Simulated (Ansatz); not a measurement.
Mulliken charges of `O=CS[SiH3]` from ωB97M-V/def2-TZVPP in Ansatz (PBE0-D4/def2-TZVP geometry).

```json
{"atom": "O1", "x (Å)": "1.366", "y (Å)": "-0.849", "z (Å)": "0.834", "charge (e)": "-0.285"}
{"atom": "C2", "x (Å)": "1.640", "y (Å)": "0.162", "z (Å)": "0.250", "charge (e)": "0.141"}
{"atom": "S3", "x (Å)": "0.486", "y (Å)": "1.155", "z (Å)": "-0.643", "charge (e)": "-0.143"}
{"atom": "Si4", "x (Å)": "-1.225", "y (Å)": "-0.101", "z (Å)": "-0.224", "charge (e)": "0.175"}
{"atom": "H5", "x (Å)": "2.662", "y (Å)": "0.577", "z (Å)": "0.213", "charge (e)": "0.111"}
{"atom": "H6", "x (Å)": "-1.480", "y (Å)": "-0.151", "z (Å)": "1.232", "charge (e)": "0.005"}
{"atom": "H7", "x (Å)": "-1.025", "y (Å)": "-1.449", "z (Å)": "-0.798", "charge (e)": "0.005"}
{"atom": "H8", "x (Å)": "-2.332", "y (Å)": "0.600", "z (Å)": "-0.920", "charge (e)": "-0.009"}
```

Question: By hand: the dipole of these point charges (1 e Å = 4.8032 D).

Answer: Σ q r = (-0.138, 0.133, -0.116) e Å, of length 0.224 e Å = 1.08 D.

Question: How does the dipole of the full density compare? (Estimate.)

Answer: Computed: (-0.022, 0.193, -0.128) e Å, 1.12 D; the point charges give 0.96 times that, at 33° from its direction.

Point charges leave out the atoms' own dipoles, such as those of lone pairs, and Mulliken's split depends on the basis, so the two needn't agree.
